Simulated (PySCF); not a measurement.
C9H9N.
SMILES: `NCC#CC1=CC=CC=C1`

The calculation used PySCF, TDDFT wB97X-D/def2-SVPD, vertical, gas phase, core orbitals frozen in the response. Isolated species at its PBE0-D3(BJ)/def2-SVP geometry (one conformer only). Torsions of this conformer, `[NH2:1][CH2:2][C:3]#[C:4][c:5]1[cH:6][cH:7][cH:8][cH:9][cH:10]1`: H–N1–C2–C3 58°, H–N1–C2–C3 -58°.

Broadening: Gaussians 0.25 eV wide at half height, area fixed by f = 4.319×10⁻⁹ ∫ε dν̃. The width is an assumption, not a result. The curve ends short of the highest state used, and states not computed would add to its high-energy end.

E (eV), ε (L mol⁻¹ cm⁻¹) and a bar:
```
     4.78          3 
     4.84         32 
     4.90        233 
     4.96       1223 #
     5.02       4683 ###
     5.08      13044 #########
     5.14      26424 ###################
     5.19      37300 ###########################
     5.25      42108 ##############################
     5.31      34549 #########################
     5.37      20606 ###############
     5.43       8944 ######
     5.49       2842 ##
     5.55        680 
     5.61        138 
     5.67         32 
     5.73          9 
     5.79          3 
     5.85          1 
     5.90          2 
     5.96          4 
     6.02          9 
     6.08         36 
     6.14        209 
     6.20       1045 #
     6.26       3899 ###
     6.32      10695 ########
     6.38      21664 ###############
     6.44      32966 #######################
     6.50      39308 ############################
```

Task: Locate the maxima and give the states behind the curve.

Result: 236 nm (5.24 eV), ε about 42000, made up of S2 (100%) (ε in L mol⁻¹ cm⁻¹; maxima over ε = 5, shares over 10%). At its high-energy end, 6.50 eV, the curve is still rising (ε about 39000, from S5 and S6). The states used: S1 5.16 eV (f 0.0007); S2 5.24 eV (f 0.391); S3 5.54 eV (f 0.0003); S4 6.09 eV (f 0.0001); S5 6.48 eV (f 0.282); S6 6.59 eV (f 0.087); S7 6.66 eV (f 0.010); S8 6.75 eV (f 0.373); S9 7.06 eV (f 0.0026); S10 7.10 eV (f 0.013).

Task: On this curve, what absorbance would a 10⁻³ mol/L sample give at 222 nm over a 1 cm path?

Result: 222 nm is 5.585 eV, where ε is about 270 L mol⁻¹ cm⁻¹, so A = ε c l ≈ 0.27 (Beer–Lambert, with the gas-phase spectrum and the assumed width).

Task: Coming from long wavelengths, where does ε first pass 100 L mol⁻¹ cm⁻¹?

Result: At about 254 nm (4.87 eV), 0.28 eV below S1.

Task: Does any computed singlet lie in the visible range?

Result: No computed singlet lies in the visible range (380 to 750 nm); the lowest, at 240 nm, stands 1.89 eV above its violet end (3.26 eV).

The vertical ionisation energy (ΔSCF) is 8.39 eV, 1.29 eV above S10.

On Arm Neoverse V1, one thread, on a shared host, this took 6.5 min of wall time.
